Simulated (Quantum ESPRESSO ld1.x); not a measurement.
Values are calculated unless marked as measured or tabulated.
Q: Radial electron density D(r) = 4 pi r^2 rho(r) of an atom or ion with 12 electrons. Level of theory: non-relativistic Kohn-Sham, LDA (Slater exchange, Perdew-Wang correlation), spin-polarised, spherical densities, point nucleus (ld1.x of Quantum ESPRESSO 7.5).

| r (bohr) | D(r) (e/bohr) | spin D(r) |
|---|---|---|
| 0.004947 | 0.3766 | 0.000488 |
| 0.00634 | 0.5965 | 0.000772 |
| 0.008189 | 0.9487 | 0.00123 |
| 0.01049 | 1.467 | 0.00189 |
| 0.01345 | 2.232 | 0.00288 |
| 0.01723 | 3.323 | 0.00426 |
| 0.02208 | 4.813 | 0.00614 |
| 0.0283 | 6.732 | 0.00849 |
| 0.03655 | 9.084 | 0.0112 |
| 0.04684 | 11.46 | 0.0137 |
| 0.06003 | 13.47 | 0.0153 |
| 0.07692 | 14.48 | 0.0150 |
| 0.09857 | 14.03 | 0.0128 |
| 0.1263 | 12.18 | 0.0103 |
| 0.1632 | 9.811 | 0.0126 |
| 0.2091 | 8.587 | 0.0257 |
| 0.268 | 9.336 | 0.0511 |
| 0.3434 | 11.36 | 0.0770 |
| 0.44 | 12.62 | 0.0798 |
| 0.5639 | 11.46 | 0.0462 |
| 0.7284 | 7.967 | 0.00231 |
| 0.9334 | 4.251 | 0.0174 |
| 1.196 | 1.896 | 0.135 |
| 1.533 | 1.102 | 0.315 |
| 1.964 | 0.9982 | 0.440 |
| 2.537 | 0.8136 | 0.404 |
| 3.251 | 0.4563 | 0.245 |
| 4.166 | 0.1612 | 0.0951 |
| 5.339 | 0.03348 | 0.0223 |
| 6.842 | 0.003792 | 0.00291 |
| 8.767 | 0.0002117 | 0.000184 |

What is the nuclear charge?

A: Z = 13. The innermost maximum, from 1s, lies near 1/Z = 0.0769 bohr (found: 0.0814), and its height grows with Z. The density is that of the aluminium ion Al+ in [Ne] 3s1.5 3p0.5; the configuration itself is not fixed sharply by these data, and Z only to about a unit. D(r) has 2 maxima, at r = 0.0814, 0.447 bohr, and minima at 0.216 bohr, inside which lie 2.20 electrons.
